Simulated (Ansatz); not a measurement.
Frontier orbitals of C₆H₅F₃Zr (`[F][Zr]([F])([F])[c]1ccccc1`).

Z-matrix (Å, degrees):
```
Zr
F 1 1.900
F 1 1.900 2 110.4
C 1 3.147 2 95.3 3 -97.3
F 1 1.901 2 112.5 3 126.6
C 1 3.165 2 117.1 3 -138.2
C 1 2.196 2 107.4 3 -116.7
C 4 1.386 1 158.3 2 -123.8
H 4 1.088 1 83.6 2 56.1
C 6 1.387 1 157.3 2 68.2
H 6 1.087 1 84.1 2 -111.8
C 8 1.388 4 119.8 1 -0.1
H 8 1.084 4 120.1 1 179.9
H 10 1.084 6 120.1 1 -179.9
H 12 1.084 8 119.9 4 -180.0
```

The species carries charge 0 and has multiplicity 1. Correlated methods include outer-core shells of Zr, which these sets cover unevenly. Zr: def2 effective core potential. The geometry is a stationary point of PBE0-D4/def2-TZVP. It is one conformer, not always the lowest. Basis def2-TZVPP, Ansatz.

Orbital energies of one run (eV). Highest occupied ones, from the top: -9.80, -9.82, -10.48, -12.36, -13.54, -13.80, -14.37, -14.38, -14.43, -14.64, -14.72, -15.04, -15.09, -15.40. Empty: 0.31, 1.09, 1.18, 1.44, 1.83, 1.99.

(1) Which functional gave them?
A. B3LYP
B. CAM-B3LYP
C. ωB97X-V
D. revPBE

Answers

(1) C. HOMO energies: ωB97X-V -9.80, B3LYP -7.45, CAM-B3LYP -8.87, revPBE -6.60 eV.

B3LYP here is the variant with VWN-RPA as its local correlation; programs differ in this.
